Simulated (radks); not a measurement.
Removal energies from the aluminium ion Al9+, [He] 2s2, by Delta-SCF beside the eigenvalue of the level emptied. Calculated with a radial shooting solver on a logarithmic mesh with Libxc functionals: Dirac Kohn-Sham, PBE, spin-unpolarised, spherical densities, finite nucleus; Fermi nuclear charge, rms radius of each element as measured or else 0.836 A^(1/3) + 0.57 fm. Sub-shells are occupied by j as written (lower j first in brackets).

| removed from | final configuration | Delta-SCF (eV) | -eigenvalue (eV) |
|---|---|---|---|
| 2s1/2 | [He] 2s1 | 399.40 | 378.53 |
| 1s1/2 | 1s1 2s2 | 1971.5 | 1879.5 |
